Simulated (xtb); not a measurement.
xtb input (GFN-FF):

```bash
xtb mol.xyz --gfnff --opt tight --chrg 0 --uhf 0
```
mol.xyz:
```
12

C      3.47416883    -0.09281213     0.09175325
C      2.43103620    -0.91032331     0.01434079
C      1.31988779    -0.76339131    -0.96685073
Ge    -0.28660605    -0.01591240    -0.11710944
Cl    -0.87177321    -1.18859820     1.59514335
Cl    -1.94797830     0.01887614    -1.49296547
Cl     0.05934720     2.00069325     0.55152647
H      3.59133466     0.74631274    -0.58395554
H      4.24608153    -0.23547907     0.83581216
H      2.34050374    -1.73170579     0.71733167
H      1.56717218    -0.07977950    -1.77945426
H      1.00261734    -1.71750170    -1.39066621
```

Output:

```
           -------------------------------------------------
          |                Calculation Setup                |
           -------------------------------------------------

          ==================== Thresholds ====================
          CN  :   150.00000
          rep :   500.00000
          disp:  2500.00000
          HB1 :   250.00000
          HB2 :   450.00000

          Pauling EN used:
          Z : 1  EN :  2.20
          Z : 6  EN :  2.55
          Z :17  EN :  3.16
          Z :32  EN :  2.01
          electric field strengths (au): 0.000

           -------------------------------------------------
          |           Force Field Initialization            |
           -------------------------------------------------

          distances ...
          ----------------------------------------
          generating topology and atomic info file ...
          pair mat ...
          computing topology distances matrix with Floyd-Warshall algo ...
          making topology EEQ charges ...
          #fragments for EEQ constrain: 1
          ----------------------------------------
          generating topology and atomic info file ...
          pair mat ...
          computing topology distances matrix with Floyd-Warshall algo ...
          making topology EEQ charges ...
          #fragments for EEQ constrain: 1
          rings ...
          # BATM   62
          # H in HB   3
          doing iterative Hueckel for 1 subsystem(s) ...

  atom   neighbors  erfCN metchar sp-hybrid imet pi  qest     coordinates
    1  C       3    2.79   0.00         2    0    1  -0.050    6.565228   -0.175390    0.173389
    2  C       3    2.81   0.00         2    0    1  -0.025    4.593993   -1.720262    0.027100
    3  C       4    3.48   0.00         3    0    0  -0.061    2.494226   -1.442601   -1.827083
    4  Ge      4    3.50   0.02         3    0    0   0.275   -0.541607   -0.030070   -0.221305
    5  Cl      1    0.97   0.00         0    0    0  -0.146   -1.647413   -2.246125    3.014384
    6  Cl      1    0.97   0.00         0    0    0  -0.146   -3.681145    0.035671   -2.821296
    7  Cl      1    0.97   0.00         0    0    0  -0.146    0.112150    3.780762    1.042234
    8  H       1    0.97   0.00         0    0    0   0.062    6.786639    1.410327   -1.103516
    9  H       1    0.97   0.00         0    0    0   0.062    8.023931   -0.444991    1.579456
   10  H       1    0.97   0.00         0    0    0   0.059    4.422911   -3.272450    1.355560
   11  H       1    0.97   0.00         0    0    0   0.059    2.961526   -0.150761   -3.362681
   12  H       1    0.97   0.00         0    0    0   0.059    1.894672   -3.245608   -2.627978

          #atoms :   12
          #bonds :   11
          #angl  :   18
          #tors  :   21
          #nmol  :   1
          #optfrag :   1
[...]
Cl           0.52481992817727        2.17805716267182       -0.07933814882305
H            2.60677056212294        0.96785730926503        0.25553531861384
H            3.95384827653381       -0.04807374457092        0.96904583759166
H            3.00181875248619       -2.01814639520440       -0.05085746519242
H            1.52992557253576       -0.56481379526951       -1.99778972684207
H            0.88007727021083       -1.98780217972381       -1.18584366979476

 Bond Distances (Angstroems)
 ---------------------------
C1-C2=1.3179         C1-H8=1.0713         C1-H9=1.0722         C2-C1=1.3179         C2-C3=1.4764         C2-H10=1.0799
C3-C2=1.4764         C3-Ge4=1.9605        C3-H11=1.0902        C3-H12=1.0909        Ge4-C3=1.9605        Ge4-Cl5=2.1579
Ge4-Cl6=2.1610       Ge4-Cl7=2.1615       Cl5-Ge4=2.1579       Cl6-Ge4=2.1610       Cl7-Ge4=2.1615       H8-C1=1.0713
H9-C1=1.0722         H10-C2=1.0799        H11-C3=1.0902        H12-C3=1.0909
 C  H  Rav=1.0809 sigma=0.0084  Rmin=1.0713  Rmax=1.0909     5
 C  C  Rav=1.3972 sigma=0.0792  Rmin=1.3179  Rmax=1.4764     2
 Ge C  Rav=1.9605 sigma=0.0000  Rmin=1.9605  Rmax=1.9605     1
 Ge Cl Rav=2.1601 sigma=0.0016  Rmin=2.1579  Rmax=2.1615     3

 selected bond angles (degree)
 --------------------
H8-C1-C2=120.27                H9-C1-C2=122.28                H9-C1-H8=117.43                C3-C2-C1=122.95
H10-C2-C1=118.97               H10-C2-C3=118.04               Ge4-C3-C2=110.97               H11-C3-C2=111.06
H11-C3-Ge4=107.73              H12-C3-C2=111.83               H12-C3-Ge4=107.23              H12-C3-H11=107.82
Cl5-Ge4-C3=110.87              Cl6-Ge4-C3=111.52              Cl6-Ge4-Cl5=107.75             Cl7-Ge4-C3=111.32
Cl7-Ge4-Cl5=107.53             Cl7-Ge4-Cl6=107.67

 selected dihedral angles (degree)
 ---------------------------------
C3-C2-C1-H8=  2.32            C3-C2-C1-H9=180.86            H10-C2-C1-H8=180.05           H10-C2-C1-H9=358.60
Ge4-C3-C2-C1=313.61           Ge4-C3-C2-H10=135.85          H11-C3-C2-C1= 73.41           H11-C3-C2-H10=255.65
H12-C3-C2-C1=193.91           H12-C3-C2-H10= 16.16          Cl5-Ge4-C3-C2=307.05          Cl5-Ge4-C3-H11=185.27
Cl5-Ge4-C3-H12= 69.45         Cl6-Ge4-C3-C2=186.97          Cl6-Ge4-C3-H11= 65.20         Cl6-Ge4-C3-H12=309.38
Cl7-Ge4-C3-C2= 66.71          Cl7-Ge4-C3-H11=304.93         Cl7-Ge4-C3-H12=189.11
           -------------------------------------------------
          |                Final Singlepoint                |
           -------------------------------------------------
         :::::::::::::::::::::::::::::::::::::::::::::::::::::
         ::                     SUMMARY                     ::
         :::::::::::::::::::::::::::::::::::::::::::::::::::::
         :: total energy              -1.453328478109 Eh    ::
         :: gradient norm              0.000111038426 Eh/a0 ::
         ::.................................................::
         :: bond energy               -1.519581789380 Eh    ::
         :: angle energy               0.015698487231 Eh    ::
         :: torsion energy             0.000880241436 Eh    ::
         :: repulsion energy           0.091017893174 Eh    ::
         :: electrostat energy        -0.030201013856 Eh    ::
         :: dispersion energy         -0.009513285431 Eh    ::
         :: HB energy                 -0.000589582450 Eh    ::
         :: XB energy                  0.000000000000 Eh    ::
         :: bonded atm energy         -0.001039428835 Eh    ::
         :: external energy            0.000000000000 Eh    ::
         :: add. restraining           0.000000000000 Eh    ::
         :: total charge               0.000000000000 e     ::
         :::::::::::::::::::::::::::::::::::::::::::::::::::::

           -------------------------------------------------
          |                Property Printout                |
           -------------------------------------------------

molecular dipole:
                 x           y           z       tot (Debye)
 q only:        1.338      -0.677      -0.359       3.918
           -------------------------------------------------
          |                Geometry Summary                 |
           -------------------------------------------------

      molecular mass/u    :      220.0582743
   center of mass at/Å    :        0.1055833       0.1679489      -0.0334240
  moments of inertia/u·Å² :        0.3957370E+03   0.5803874E+03   0.6277082E+03
Note: The following floating-point exceptions are signalling: IEEE_UNDERFLOW_FLAG IEEE_DENORMAL
normal termination of xtb
rotational constants/cm⁻¹ :        0.4259807E-01   0.2904549E-01   0.2685584E-01

 * 11 selected distances

     #   Z          #   Z                                           value/Å
     1   6 C        2   6 C                                       1.3179448
     2   6 C        3   6 C                                       1.4764402
     3   6 C        4  32 Ge                                      1.9605499
     4  32 Ge       5  17 Cl                                      2.1579389
     4  32 Ge       6  17 Cl                                      2.1610211
     4  32 Ge       7  17 Cl                                      2.1614886 (max)
     1   6 C        8   1 H                                       1.0713086 (min)
     1   6 C        9   1 H                                       1.0722272
     2   6 C       10   1 H                                       1.0799274
     3   6 C       11   1 H                                       1.0901992
     3   6 C       12   1 H                                       1.0908680

 * 4 distinct bonds (by element types)

   Z      Z             #   av. dist./Å        max./Å        min./Å
   1 H    6 C           5     1.0809061     1.0908680     1.0713086
   6 C    6 C           2     1.3971925     1.4764402     1.3179448
   6 C   32 Ge          1     1.9605499     1.9605499     1.9605499
  17 Cl  32 Ge          3     2.1601495     2.1614886     2.1579389

optimized geometry written to: xtbopt.xyz

           -------------------------------------------------
          | TOTAL ENERGY               -1.453328478109 Eh   |
          | GRADIENT NORM               0.000111038426 Eh/α |
           -------------------------------------------------
########################################################################
[WARNING] Runtime exception occurred
-1- gfnff_setup: Could not read topology file.
########################################################################

------------------------------------------------------------------------
------------------------------------------------------------------------
 total:
 SCF:
 ANC optimizer:
```
